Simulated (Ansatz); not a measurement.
C2H5FSi2, SMILES C#C[Si@@H](F)[SiH3].

Geometry: B3LYP-D3(BJ)/def2-SVP. The structure was generated by enumeration; whether it is a known compound was not checked.

Two levels are set side by side: PBE/def2-TZVPD (Ansatz, an electronic-structure program) and CAM-B3LYP/def2-TZVPD (Ansatz). Energy differences of separate SCF runs at the same geometry; the states with an electron removed or added have multiplicity 2 and 2. Differences are taken from unrounded values.

| quantity | PBE |
|---|---|
| vertical ionisation energy (eV) | 9.66 |
| vertical singlet–triplet gap (eV) | 4.57 |

### Question
These are the PBE values. What does CAM-B3LYP give? (An estimate is asked for; the answer gives what the named calculation found.)

### Answer

| quantity | CAM-B3LYP | PBE minus CAM-B3LYP |
|---|---|---|
| vertical ionisation energy (eV) | 10.18 | -0.52 |
| vertical singlet–triplet gap (eV) | 4.90 | -0.33 |
